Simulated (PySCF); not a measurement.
**Mayer bond orders and bond lengths**

C5H11FSi.
Atom-mapped SMILES: `[CH3:1][CH2:2]/[CH:3]=[CH:4]/[CH2:5][SiH2:6][F:7]` (hydrogens: H8, H9, H10 on C1; H11, H12 on C2; H13 on C3; H14 on C4; H15, H16 on C5; H17, H18 on Si6)

Geometry (GFN2-xTB, Å), atoms numbered from 1 in this order:
```xyz
18
C5H11FSi angstrom
C     -3.044    0.355   -0.125
C     -1.928   -0.302    0.687
C     -0.629   -0.274   -0.056
C      0.445    0.394    0.329
C      1.743    0.420   -0.404
Si     3.119   -0.480    0.551
F      4.469   -0.349   -0.325
H     -3.984    0.321    0.421
H     -3.178   -0.157   -1.076
H     -2.799    1.395   -0.328
H     -1.818    0.214    1.643
H     -2.202   -1.341    0.892
H     -0.611   -0.837   -0.981
H      0.422    0.959    1.253
H      1.619   -0.032   -1.390
H      2.046    1.459   -0.562
H      2.882   -1.911    0.661
H      3.441    0.171    1.813
```

Bond orders from the PBE0/pcSseg-1 density (PySCF). The structure is a single GFN2-xTB conformer in the gas phase; no vibrational or solvent corrections.

(1) Where do the orders between heavy atoms depart from those drawn in the SMILES?

(2) Set the Mayer orders of the bonds beside their lengths.

## Answers

(1) The largest departure is 0.132, at C3–C4 (drawn double, 1.868).

(2) 
```
   bond  drawn as  length (Å)  Mayer order
  C1–C2    single       1.529        1.040
  C2–C3    single       1.496        1.044
  C3–C4    double       1.323        1.868
  C4–C5    single       1.491        1.029
 C5–Si6    single       1.902        0.898
 Si6–F7    single       1.615        0.903
  C1–H8    single       1.088        0.968
  C1–H9    single       1.088        0.968
 C1–H10    single       1.088        0.968
 C2–H11    single       1.092        0.957
 C2–H12    single       1.094        0.940
 C3–H13    single       1.083        0.956
 C4–H14    single       1.083        0.956
 C5–H15    single       1.092        0.950
 C5–H16    single       1.093        0.934
Si6–H17    single       1.455        0.921
Si6–H18    single       1.456        0.918
```

Bonds between the same two heavy elements. C–C: lowest C4–C5 (1.029, 1.491 Å), highest C3–C4 (1.868, 1.323 Å).

**Question.** Sum the orders of all bonds at each heavy atom with more than one neighbour and set the sums beside the valence in the SMILES.

**Answer.** C1 3.944 (drawn 4), C2 3.981 (drawn 4), C3 3.868 (drawn 4), C4 3.853 (drawn 4), C5 3.811 (drawn 4), Si6 3.640 (drawn 4). Orders between atoms that aren't bonded are not in these sums.

Mayer orders depend on the basis set.

These values come from a run that also computed NMR shieldings. Hardware: one thread, Arm Neoverse N1 (aarch64), on a shared host. Cost: 47 s of wall time, 0.81 GiB resident at most.
